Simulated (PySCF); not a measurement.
Work out the structure from these simulated measurements.

Formula: C2H13NO2Si3.

| Quantity | Value |
| --- | --- |
| 13C NMR | chemical shifts (computed TMS as zero) by class: 61.0 (1 C), 21.2 (1 C) ppm [GIAO PBE0/pcSseg-1] |
| Dipole | 1.27 D [PBE0/pcSseg-1] |
| Rotational structure | rotational constants A, B, C: 1.473, 0.667, 0.494 GHz [GFN2-xTB] |
| 1H NMR | chemical shifts (computed TMS as zero) by class: 5.21 (1 H), 5.20 (1 H), 4.99 (1 H), 4.14 (1 H), 3.91 (1 H), 3.27 (1 H), 3.18 (1 H), 1.85 (1 H), 1.21 (3 H), -0.25 (2 H) ppm [GIAO PBE0/pcSseg-1] |
| NMR, other nuclei | isotropic shieldings of nuclei other than C and H, by class: 266 (1 N), 245 (1 O), 267 (1 O), 360 (1 Si), 398 (1 Si), 475 (1 Si) ppm [GIAO PBE0/pcSseg-1] |

Electronic properties: PySCF, gas phase, density fitting. Levels stand in brackets. Isolated species at its GFN2-xTB geometry (one conformer only). Each NMR value is the plain mean over a class of atoms that symmetry, rotation or inversion makes alike.

Q: Give a SMILES that accounts for the data.

A: Numbering: `[CH3:1][CH2:2][O:3][Si@H:4]([OH:5])[SiH2:6][SiH2:7][NH2:8]`. Its formula, C2H13NO2Si3, gives 0 degrees of unsaturation, so no ring and no π bond. 2 carbons fall into 2 classes; from least to most shielded: sp3 carbon bound to oxygen [C2] (61.0 ppm), methyl carbon [C1] (21.2 ppm). Hydrogen classes from least to most shielded: 1 H on an SiH2 silicon, Si7 (5.21 ppm), 1 H on an oxygen-bound silicon, Si4 (5.20 ppm), 1 H on an SiH2 silicon, Si7 (4.99 ppm), 1 H on an sp3 carbon bound to oxygen, C2 (4.14 ppm), 1 H on an sp3 carbon bound to oxygen, C2 (3.91 ppm), 1 H on an SiH2 silicon, Si6 (3.27 ppm), 1 H on an SiH2 silicon, Si6 (3.18 ppm), 1 H on a silanol oxygen, O5 (1.85 ppm), 3 H on a methyl carbon, C1 (1.21 ppm), 2 H on a silicon-bound nitrogen, N8 (-0.25 ppm). The other shieldings belong to: 266 ppm, silicon-bound nitrogen [N8]; 245 ppm, silyl ether oxygen [O3]; 267 ppm, silanol oxygen [O5]; 360 ppm, oxygen-bound silicon [Si4]; 398 ppm, SiH2 silicon [Si7]; 475 ppm, SiH2 silicon [Si6]. The optimised geometry has point group C1 and is an asymmetric top. Structure: `CCO[Si@H](O)[SiH2][SiH2]N`. Computed isomers that give other values at the same levels: `CO[SiH](OC)N([SiH3])[SiH3]` (13C chemical shifts (computed TMS as zero) by class: 50.6 (2 C) ppm); `CN(C)[SiH2]O[SiH2]O[SiH3]` (13C chemical shifts (computed TMS as zero) by class: 37.8 (2 C) ppm). The assignments are read from this structure; whether some other isomer fits the data as well wasn't checked. The mirror image fits equally.
